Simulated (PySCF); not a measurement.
A mixed set of molecules. Computed with TDDFT CAM-B3LYP/def2-SVPD, vertical, gas phase, core orbitals frozen in the response (PySCF 2.14.0, density-fitted response routines). Geometries: PBE0-D3(BJ)/def2-SVP; one conformer of each isolated species. Triplets are in the Tamm–Dancoff approximation. Atoms past krypton carry core potentials; spin–orbit coupling is left out. Ions are computed without counter-ions or solvent.

**Question.** Rank by computed HOMO–LUMO gap, lowest first.
A. `[F][Au]<-[P](F)(F)F`
B. `[PH3]->[Cu][SH]`
C. `C[C+]1CCCC1`
D. `CS(=O)(=O)/C=C\C1CCC1`
E. `[CH3][Sn]([F])([F])[F]`
F. `ClC[C@@H]1CO1`

**Answer.** B (7.05 eV), C (8.56 eV), D (9.11 eV), A (9.69 eV), E (10.56 eV), F (10.98 eV).

```json
{"SMILES": "[PH3]->[Cu][SH]", "gap (eV)": "7.05", "S1 (eV)": "4.20", "LUMO (eV)": "-0.04", "T1 (eV)": "4.14", "first f ≥ 0.01 (nm)": "269", "α (au)": "76.4", "S1 mainly": "H→L (92%)"}
{"SMILES": "C[C+]1CCCC1", "gap (eV)": "8.56", "S1 (eV)": "5.32", "LUMO (eV)": "-6.91", "T1 (eV)": "4.90", "first f ≥ 0.01 (nm)": "233", "α (au)": "63.9", "S1 mainly": "H→L (99%)"}
{"SMILES": "CS(=O)(=O)/C=C\\C1CCC1", "gap (eV)": "9.11", "S1 (eV)": "6.21", "LUMO (eV)": "0.06", "T1 (eV)": "3.96", "first f ≥ 0.01 (nm)": "200", "α (au)": "109.2", "S1 mainly": "H-1→L (90%)"}
{"SMILES": "[F][Au]<-[P](F)(F)F", "gap (eV)": "9.69", "S1 (eV)": "6.03", "LUMO (eV)": "-0.83", "T1 (eV)": "5.45", "first f ≥ 0.01 (nm)": "205", "α (au)": "52.7", "S1 mainly": "H→L/L+1 (≥94%)"}
{"SMILES": "[CH3][Sn]([F])([F])[F]", "gap (eV)": "10.56", "S1 (eV)": "7.48", "LUMO (eV)": "-1.24", "T1 (eV)": "6.00", "first f ≥ 0.01 (nm)": "166", "α (au)": "47.3", "S1 mainly": "H→L (91%)"}
{"SMILES": "ClC[C@@H]1CO1", "gap (eV)": "10.98", "S1 (eV)": "7.37", "LUMO (eV)": "1.23", "T1 (eV)": "6.67", "first f ≥ 0.01 (nm)": "151", "α (au)": "53.0", "S1 mainly": "H-1→L (35%)"}
```

H and L stand for HOMO and LUMO. A slash joins orbitals within 0.01 eV of each other, whose weights are summed (≥ marks a lower bound).

- `[PH3]->[Cu][SH]`: for S1 the Löwdin share of copper is 11% in HOMO and 34% in LUMO.
- `C[C+]1CCCC1`: Löwdin shares by element: HOMO carbon 44% or more, hydrogen 25% or more (atoms not listed hold the other 31%); LUMO carbon 76% or more (atoms not listed hold the other 24%).
- `CS(=O)(=O)/C=C\C1CCC1`: Löwdin shares by element: HOMO carbon 47% or more, oxygen 26% (atoms not listed hold the other 27%); LUMO carbon 66% or more, sulfur 6% (atoms not listed hold the other 29%).
- `[F][Au]<-[P](F)(F)F`: for S1 the Löwdin share of gold is 68% in HOMO and 42% in LUMO.
- `[CH3][Sn]([F])([F])[F]`: Löwdin shares by element: HOMO carbon 33%, fluorine 27% or more, tin 15% (atoms not listed hold the other 25%); LUMO tin 39%, fluorine 22% or more, carbon 21% (atoms not listed hold the other 18%).
- `ClC[C@@H]1CO1`: Löwdin shares by element: HOMO oxygen 54%, chlorine 18%, carbon 14% or more; LUMO chlorine 54%, carbon 17% or more, oxygen 10%, hydrogen 6% or more.
